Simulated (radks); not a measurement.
Initial-state core-level shifts of the silicon ion Si3+ when its valence configuration changes from [Ne] 3s1. Method: non-relativistic Kohn-Sham, r2SCAN, spin-polarised, spherical densities, point nucleus; open shells are filled with parallel spins first; meta-GGA in the generalised Kohn-Sham scheme; computed with a radial shooting solver on a logarithmic mesh with Libxc functionals. Shifts are changes of the shell-averaged eigenvalues in eV (positive: less bound); the change of the density at the nucleus, which sets a Mossbauer isomer shift, is in e/bohr^3, on a base of 1766.

valence          1s      2s      2p  density at nucleus
3p1          -1.374  -1.348  -1.340             -6.4274
3s0.5 3p0.5  -0.679  -0.671  -0.665             -3.2861
